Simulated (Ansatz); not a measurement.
CH8NSbSi, SMILES `[CH3][Sb]([NH2])[SiH3]`, relaxed with RKS PBE0-D4/def2-TZVP in the Gaussian-basis code of Ansatz from a PBE-D4/def2-SVP geometry. The force threshold is 0.005 eV/Å; the program also tests the step.

The species carries charge 0 and has multiplicity 1. Sb takes the def2 core potential.

Start:

```xyz
12

C     1.736   -0.439   -0.610
Sb   -0.365   -1.047   -0.794
N    -0.902    0.750   -1.743
Si   -0.905   -0.256    1.639
H     2.266   -1.118    0.086
H     2.202   -0.499   -1.613
H     1.799    0.600   -0.236
H    -0.872    1.535   -1.076
H    -1.883    0.682   -2.052
H    -0.386    1.150    1.833
H    -0.293   -1.131    2.705
H    -2.396   -0.227    1.862
```

```
        step  energy (eV)  largest force (eV/Å)  largest move (Å)
           1  -17068.0348                 0.678             0.000
           2  -17068.0888                 0.384             0.060
           3  -17068.1027                 0.193             0.064
           4  -17068.1053                 0.072             0.025
           5  -17068.1059                 0.039             0.008
6 (rejected)  -17068.1059                 0.119             0.043
           7  -17068.1064                 0.011             0.019
           8  -17068.1065                 0.061             0.045
           9  -17068.1066                 0.024             0.006
          10  -17068.1067                 0.005             0.006
          11  -17068.1067                 0.003             0.009
```

End:

```xyz
12

C     1.706   -0.445   -0.597
Sb   -0.370   -0.998   -0.772
N    -0.893    0.742   -1.713
Si   -0.900   -0.243    1.644
H     2.219   -1.137    0.072
H     2.156   -0.498   -1.588
H     1.797    0.571   -0.211
H    -0.878    1.555   -1.108
H    -1.816    0.680   -2.123
H    -0.435    1.162    1.838
H    -0.220   -1.105    2.651
H    -2.365   -0.284    1.907
```

It took 44 s on 4 threads of an Arm Neoverse V1 on a shared host, with 0.53 GiB of host memory at the peak.
